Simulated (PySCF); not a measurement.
Vertical excitations of a molecule C2H7F2NSi from TDA-ωB97X/def2-SVPD (PySCF), as energy in eV (oscillator strength): 7.53 (0.062), 8.88 (0.004), 8.94 (0.024), 9.26 (0.009), 9.67 (0.061), 9.84 (0.005), 9.89 (0.038), 10.06 (0.088), 10.09 (0.047), 10.37 (0.020). Lowest triplet (TDA): 7.21 eV. The structure is a stationary point at B3LYP-D3(BJ)/def2-SVP. One conformer was computed; it need not be the lowest.

Task: Pick the molecule that these values belong to.
A) CN[SiH2]C(F)F
B) CC[Si](N)(F)F
C) CNC[SiH](F)F
D) CC(F)(F)[SiH2]N

Result: B, CC[Si](N)(F)F
